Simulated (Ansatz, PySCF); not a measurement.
Ga(Cl)2(vinyl) (C₂H₃Cl₂Ga), SMILES [Cl][Ga]([Cl])[CH]=C. Atoms are numbered in the order given.

```xyz
8

Ga     0.1621     0.0328     0.0000
Cl     0.7798     2.0823     0.0000
Cl    -1.9593    -0.2954     0.0000
C      1.3578    -1.4778     0.0000
C      0.8625    -2.7256     0.0000
H      2.4435    -1.3197     0.0000
H      1.5155    -3.6081     0.0000
H     -0.2171    -2.9204     0.0000
```

Geometry optimised at r2SCAN-D4/def2-SVP. The structure was generated by enumeration; whether it is a known compound was not checked. Other conformers were not sampled.

Two levels are set side by side: PBE-D3(BJ)/def2-SVP (Ansatz, a quantum-chemistry and plane-wave program) and r2SCAN-D4/def2-SVP (Ansatz). Each level has its own optimised geometry; the coordinates shown are those of the second. Frequencies come from the Hessian of PySCF at each geometry. Differences are taken from unrounded values.

```json
[
 {"quantity": "mean bond length (Å)", "r2SCAN-D4": "1.550"},
 {"quantity": "bond Ga1–Cl2 (Å)", "r2SCAN-D4": "2.141"},
 {"quantity": "bond Ga1–Cl3 (Å)", "r2SCAN-D4": "2.147"},
 {"quantity": "bond Ga1–C4 (Å)", "r2SCAN-D4": "1.926"},
 {"quantity": "bond C4–C5 (Å)", "r2SCAN-D4": "1.343"},
 {"quantity": "bond C4–H6 (Å)", "r2SCAN-D4": "1.097"},
 {"quantity": "bond C5–H7 (Å)", "r2SCAN-D4": "1.098"},
 {"quantity": "bond C5–H8 (Å)", "r2SCAN-D4": "1.097"},
 {"quantity": "highest harmonic wavenumber (cm⁻¹)", "r2SCAN-D4": "3212"},
 {"quantity": "mean harmonic wavenumber (cm⁻¹)", "r2SCAN-D4": "1082"},
 {"quantity": "zero-point energy (kcal/mol)", "r2SCAN-D4": "27.83"}
]
```

**Question.** What does PBE-D3(BJ) give, and how far is it from r2SCAN-D4? (The exact figures need the calculation; the answer reports its results.)

**Answer.** 
| quantity | PBE-D3(BJ) | PBE-D3(BJ) minus r2SCAN-D4 |
|---|---|---|
| mean bond length (Å) | 1.560 | 0.011 |
| bond Ga1–Cl2 (Å) | 2.157 | 0.016 |
| bond Ga1–Cl3 (Å) | 2.163 | 0.017 |
| bond Ga1–C4 (Å) | 1.941 | 0.015 |
| bond C4–C5 (Å) | 1.348 | 0.006 |
| bond C4–H6 (Å) | 1.104 | 0.007 |
| bond C5–H7 (Å) | 1.105 | 0.007 |
| bond C5–H8 (Å) | 1.104 | 0.007 |
| highest harmonic wavenumber (cm⁻¹) | 3142 | -70 |
| mean harmonic wavenumber (cm⁻¹) | 1053 | -28 |
| zero-point energy (kcal/mol) | 27.11 | -0.73 |
